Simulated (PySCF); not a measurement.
**ECD: `CC[C@H]1NC[C@@H]1C`, C6H13N**

Geometry (Å), atoms numbered from 1 in this order:
```xyz
20

C     2.378    0.549   -0.162
C     1.468   -0.654   -0.375
C     0.036   -0.234   -0.689
N    -0.919   -1.330   -0.902
C    -1.554   -1.098    0.398
C    -0.792    0.232    0.527
C    -1.625    1.478    0.301
H     2.012    1.167    0.654
H     2.416    1.160   -1.062
H     3.389    0.226    0.078
H     1.847   -1.255   -1.207
H     1.472   -1.282    0.520
H     0.035    0.459   -1.538
H    -0.510   -2.247   -1.042
H    -1.307   -1.827    1.177
H    -2.641   -1.019    0.318
H    -0.213    0.327    1.448
H    -2.208    1.375   -0.612
H    -0.982    2.350    0.209
H    -2.306    1.635    1.135
```

The calculation used TDDFT PBE0/def2-SVPD circular dichroism and optical rotation, one conformer, gas phase (PySCF 2.14.0). Geometry: GFN2-xTB.

The molecule is flexible and this is one conformer; a measurement averages over conformers. States above about 6.3 eV (minus the energy of the highest occupied orbital) lie near or above the ionisation threshold and depend on the basis.

Task: Assign R or S to each stereocentre.

Result: C3 R, C6 S.

Task: List the lowest 8 singlet excitations with oscillator and rotatory strengths.

Result: Rotatory strengths R in 10⁻⁴⁰ esu² cm², velocity form and length form (origin at the centre of mass); f in length form.
```csv
state,E (eV),λ (nm),f,R (velocity),R (length),main
1,5.91,210,0.002,-11.2,-11.3,"HOMO→LUMO 0.69, HOMO→LUMO+1 0.28"
2,6.29,197,0.006,+0.1,+0.3,"HOMO→LUMO+1 0.60, HOMO→LUMO 0.29"
3,6.49,191,0.003,-7.2,-6.8,"HOMO→LUMO+2 0.72, HOMO→LUMO+3 0.20"
4,6.61,188,0.007,+3.7,+3.3,"HOMO→LUMO+3 0.70, HOMO→LUMO+2 0.22"
5,7.30,170,0.005,-5.9,-5.5,HOMO→LUMO+4 0.91
6,7.45,166,0.007,-5.2,-4.3,HOMO→LUMO+5 0.90
7,7.58,164,0.003,+3.3,+2.9,HOMO→LUMO+6 0.90
8,7.86,158,0.011,-0.2,-0.6,HOMO→LUMO+7 0.85
```

Among the states computed, the strongest CD band (largest |R|) is state 1. The largest dissymmetry factor in size, g = 4R/(D+G), with D and G the electric and magnetic dipole strengths, is -0.042 for state 1 (velocity form, f = 0.002), among bands with |R| over 0.5. The mirror image has the same energies and oscillator strengths and all R with the opposite sign.
